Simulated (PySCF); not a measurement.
## Dipole response of Mg²⁺ (magnesium, charge +2)

[Ne], closed-shell 1S. All numbers are calculated (PySCF 2.14, the non-relativistic Hamiltonian (point nucleus), in dyall-av2z (14s10p4d, 64 functions)). Coupled (time-dependent) response in atomic units; α is the mean over directions. A double-zeta set is small for polarisabilities.

```csv
method,mean α (bohr³),C₆ (like pair),S(−4)
UHF,0.4660,0.5530,0.05078
PBE,0.5077,0.6146,0.06561
PBE0,0.4945,0.5951,0.06051
LC-wPBE,0.5068,0.6134,0.06519
BHandHLYP,0.4846,0.5799,0.05729
```

S(−4) is the Cauchy moment in α(ω) = α(0) + S(−4) ω² + …

α(iu) at LC-wPBE:

| u (hartree) | α(iu) (bohr³) |
| --- | --- |
| 0 | 0.5068 |
| 0.0500 | 0.5066 |
| 0.100 | 0.5061 |
| 0.200 | 0.5042 |
| 0.300 | 0.5010 |
| 0.500 | 0.4912 |
| 0.750 | 0.4735 |
| 1.00 | 0.4515 |
| 1.50 | 0.4012 |
| 2.00 | 0.3505 |
| 3.00 | 0.2638 |
| 5.00 | 0.1554 |

A single London oscillator, α(iu) = α/(1 + u²/ω²), gives C₆ = (3/4) ω α². Matching the computed C₆ needs ω = 4 × 0.6134 / (3 × 0.5068²) = 3.18 hartree.

For an ion, C₆ is the dispersion term alone; charge-induced terms of lower order in 1/R come first.
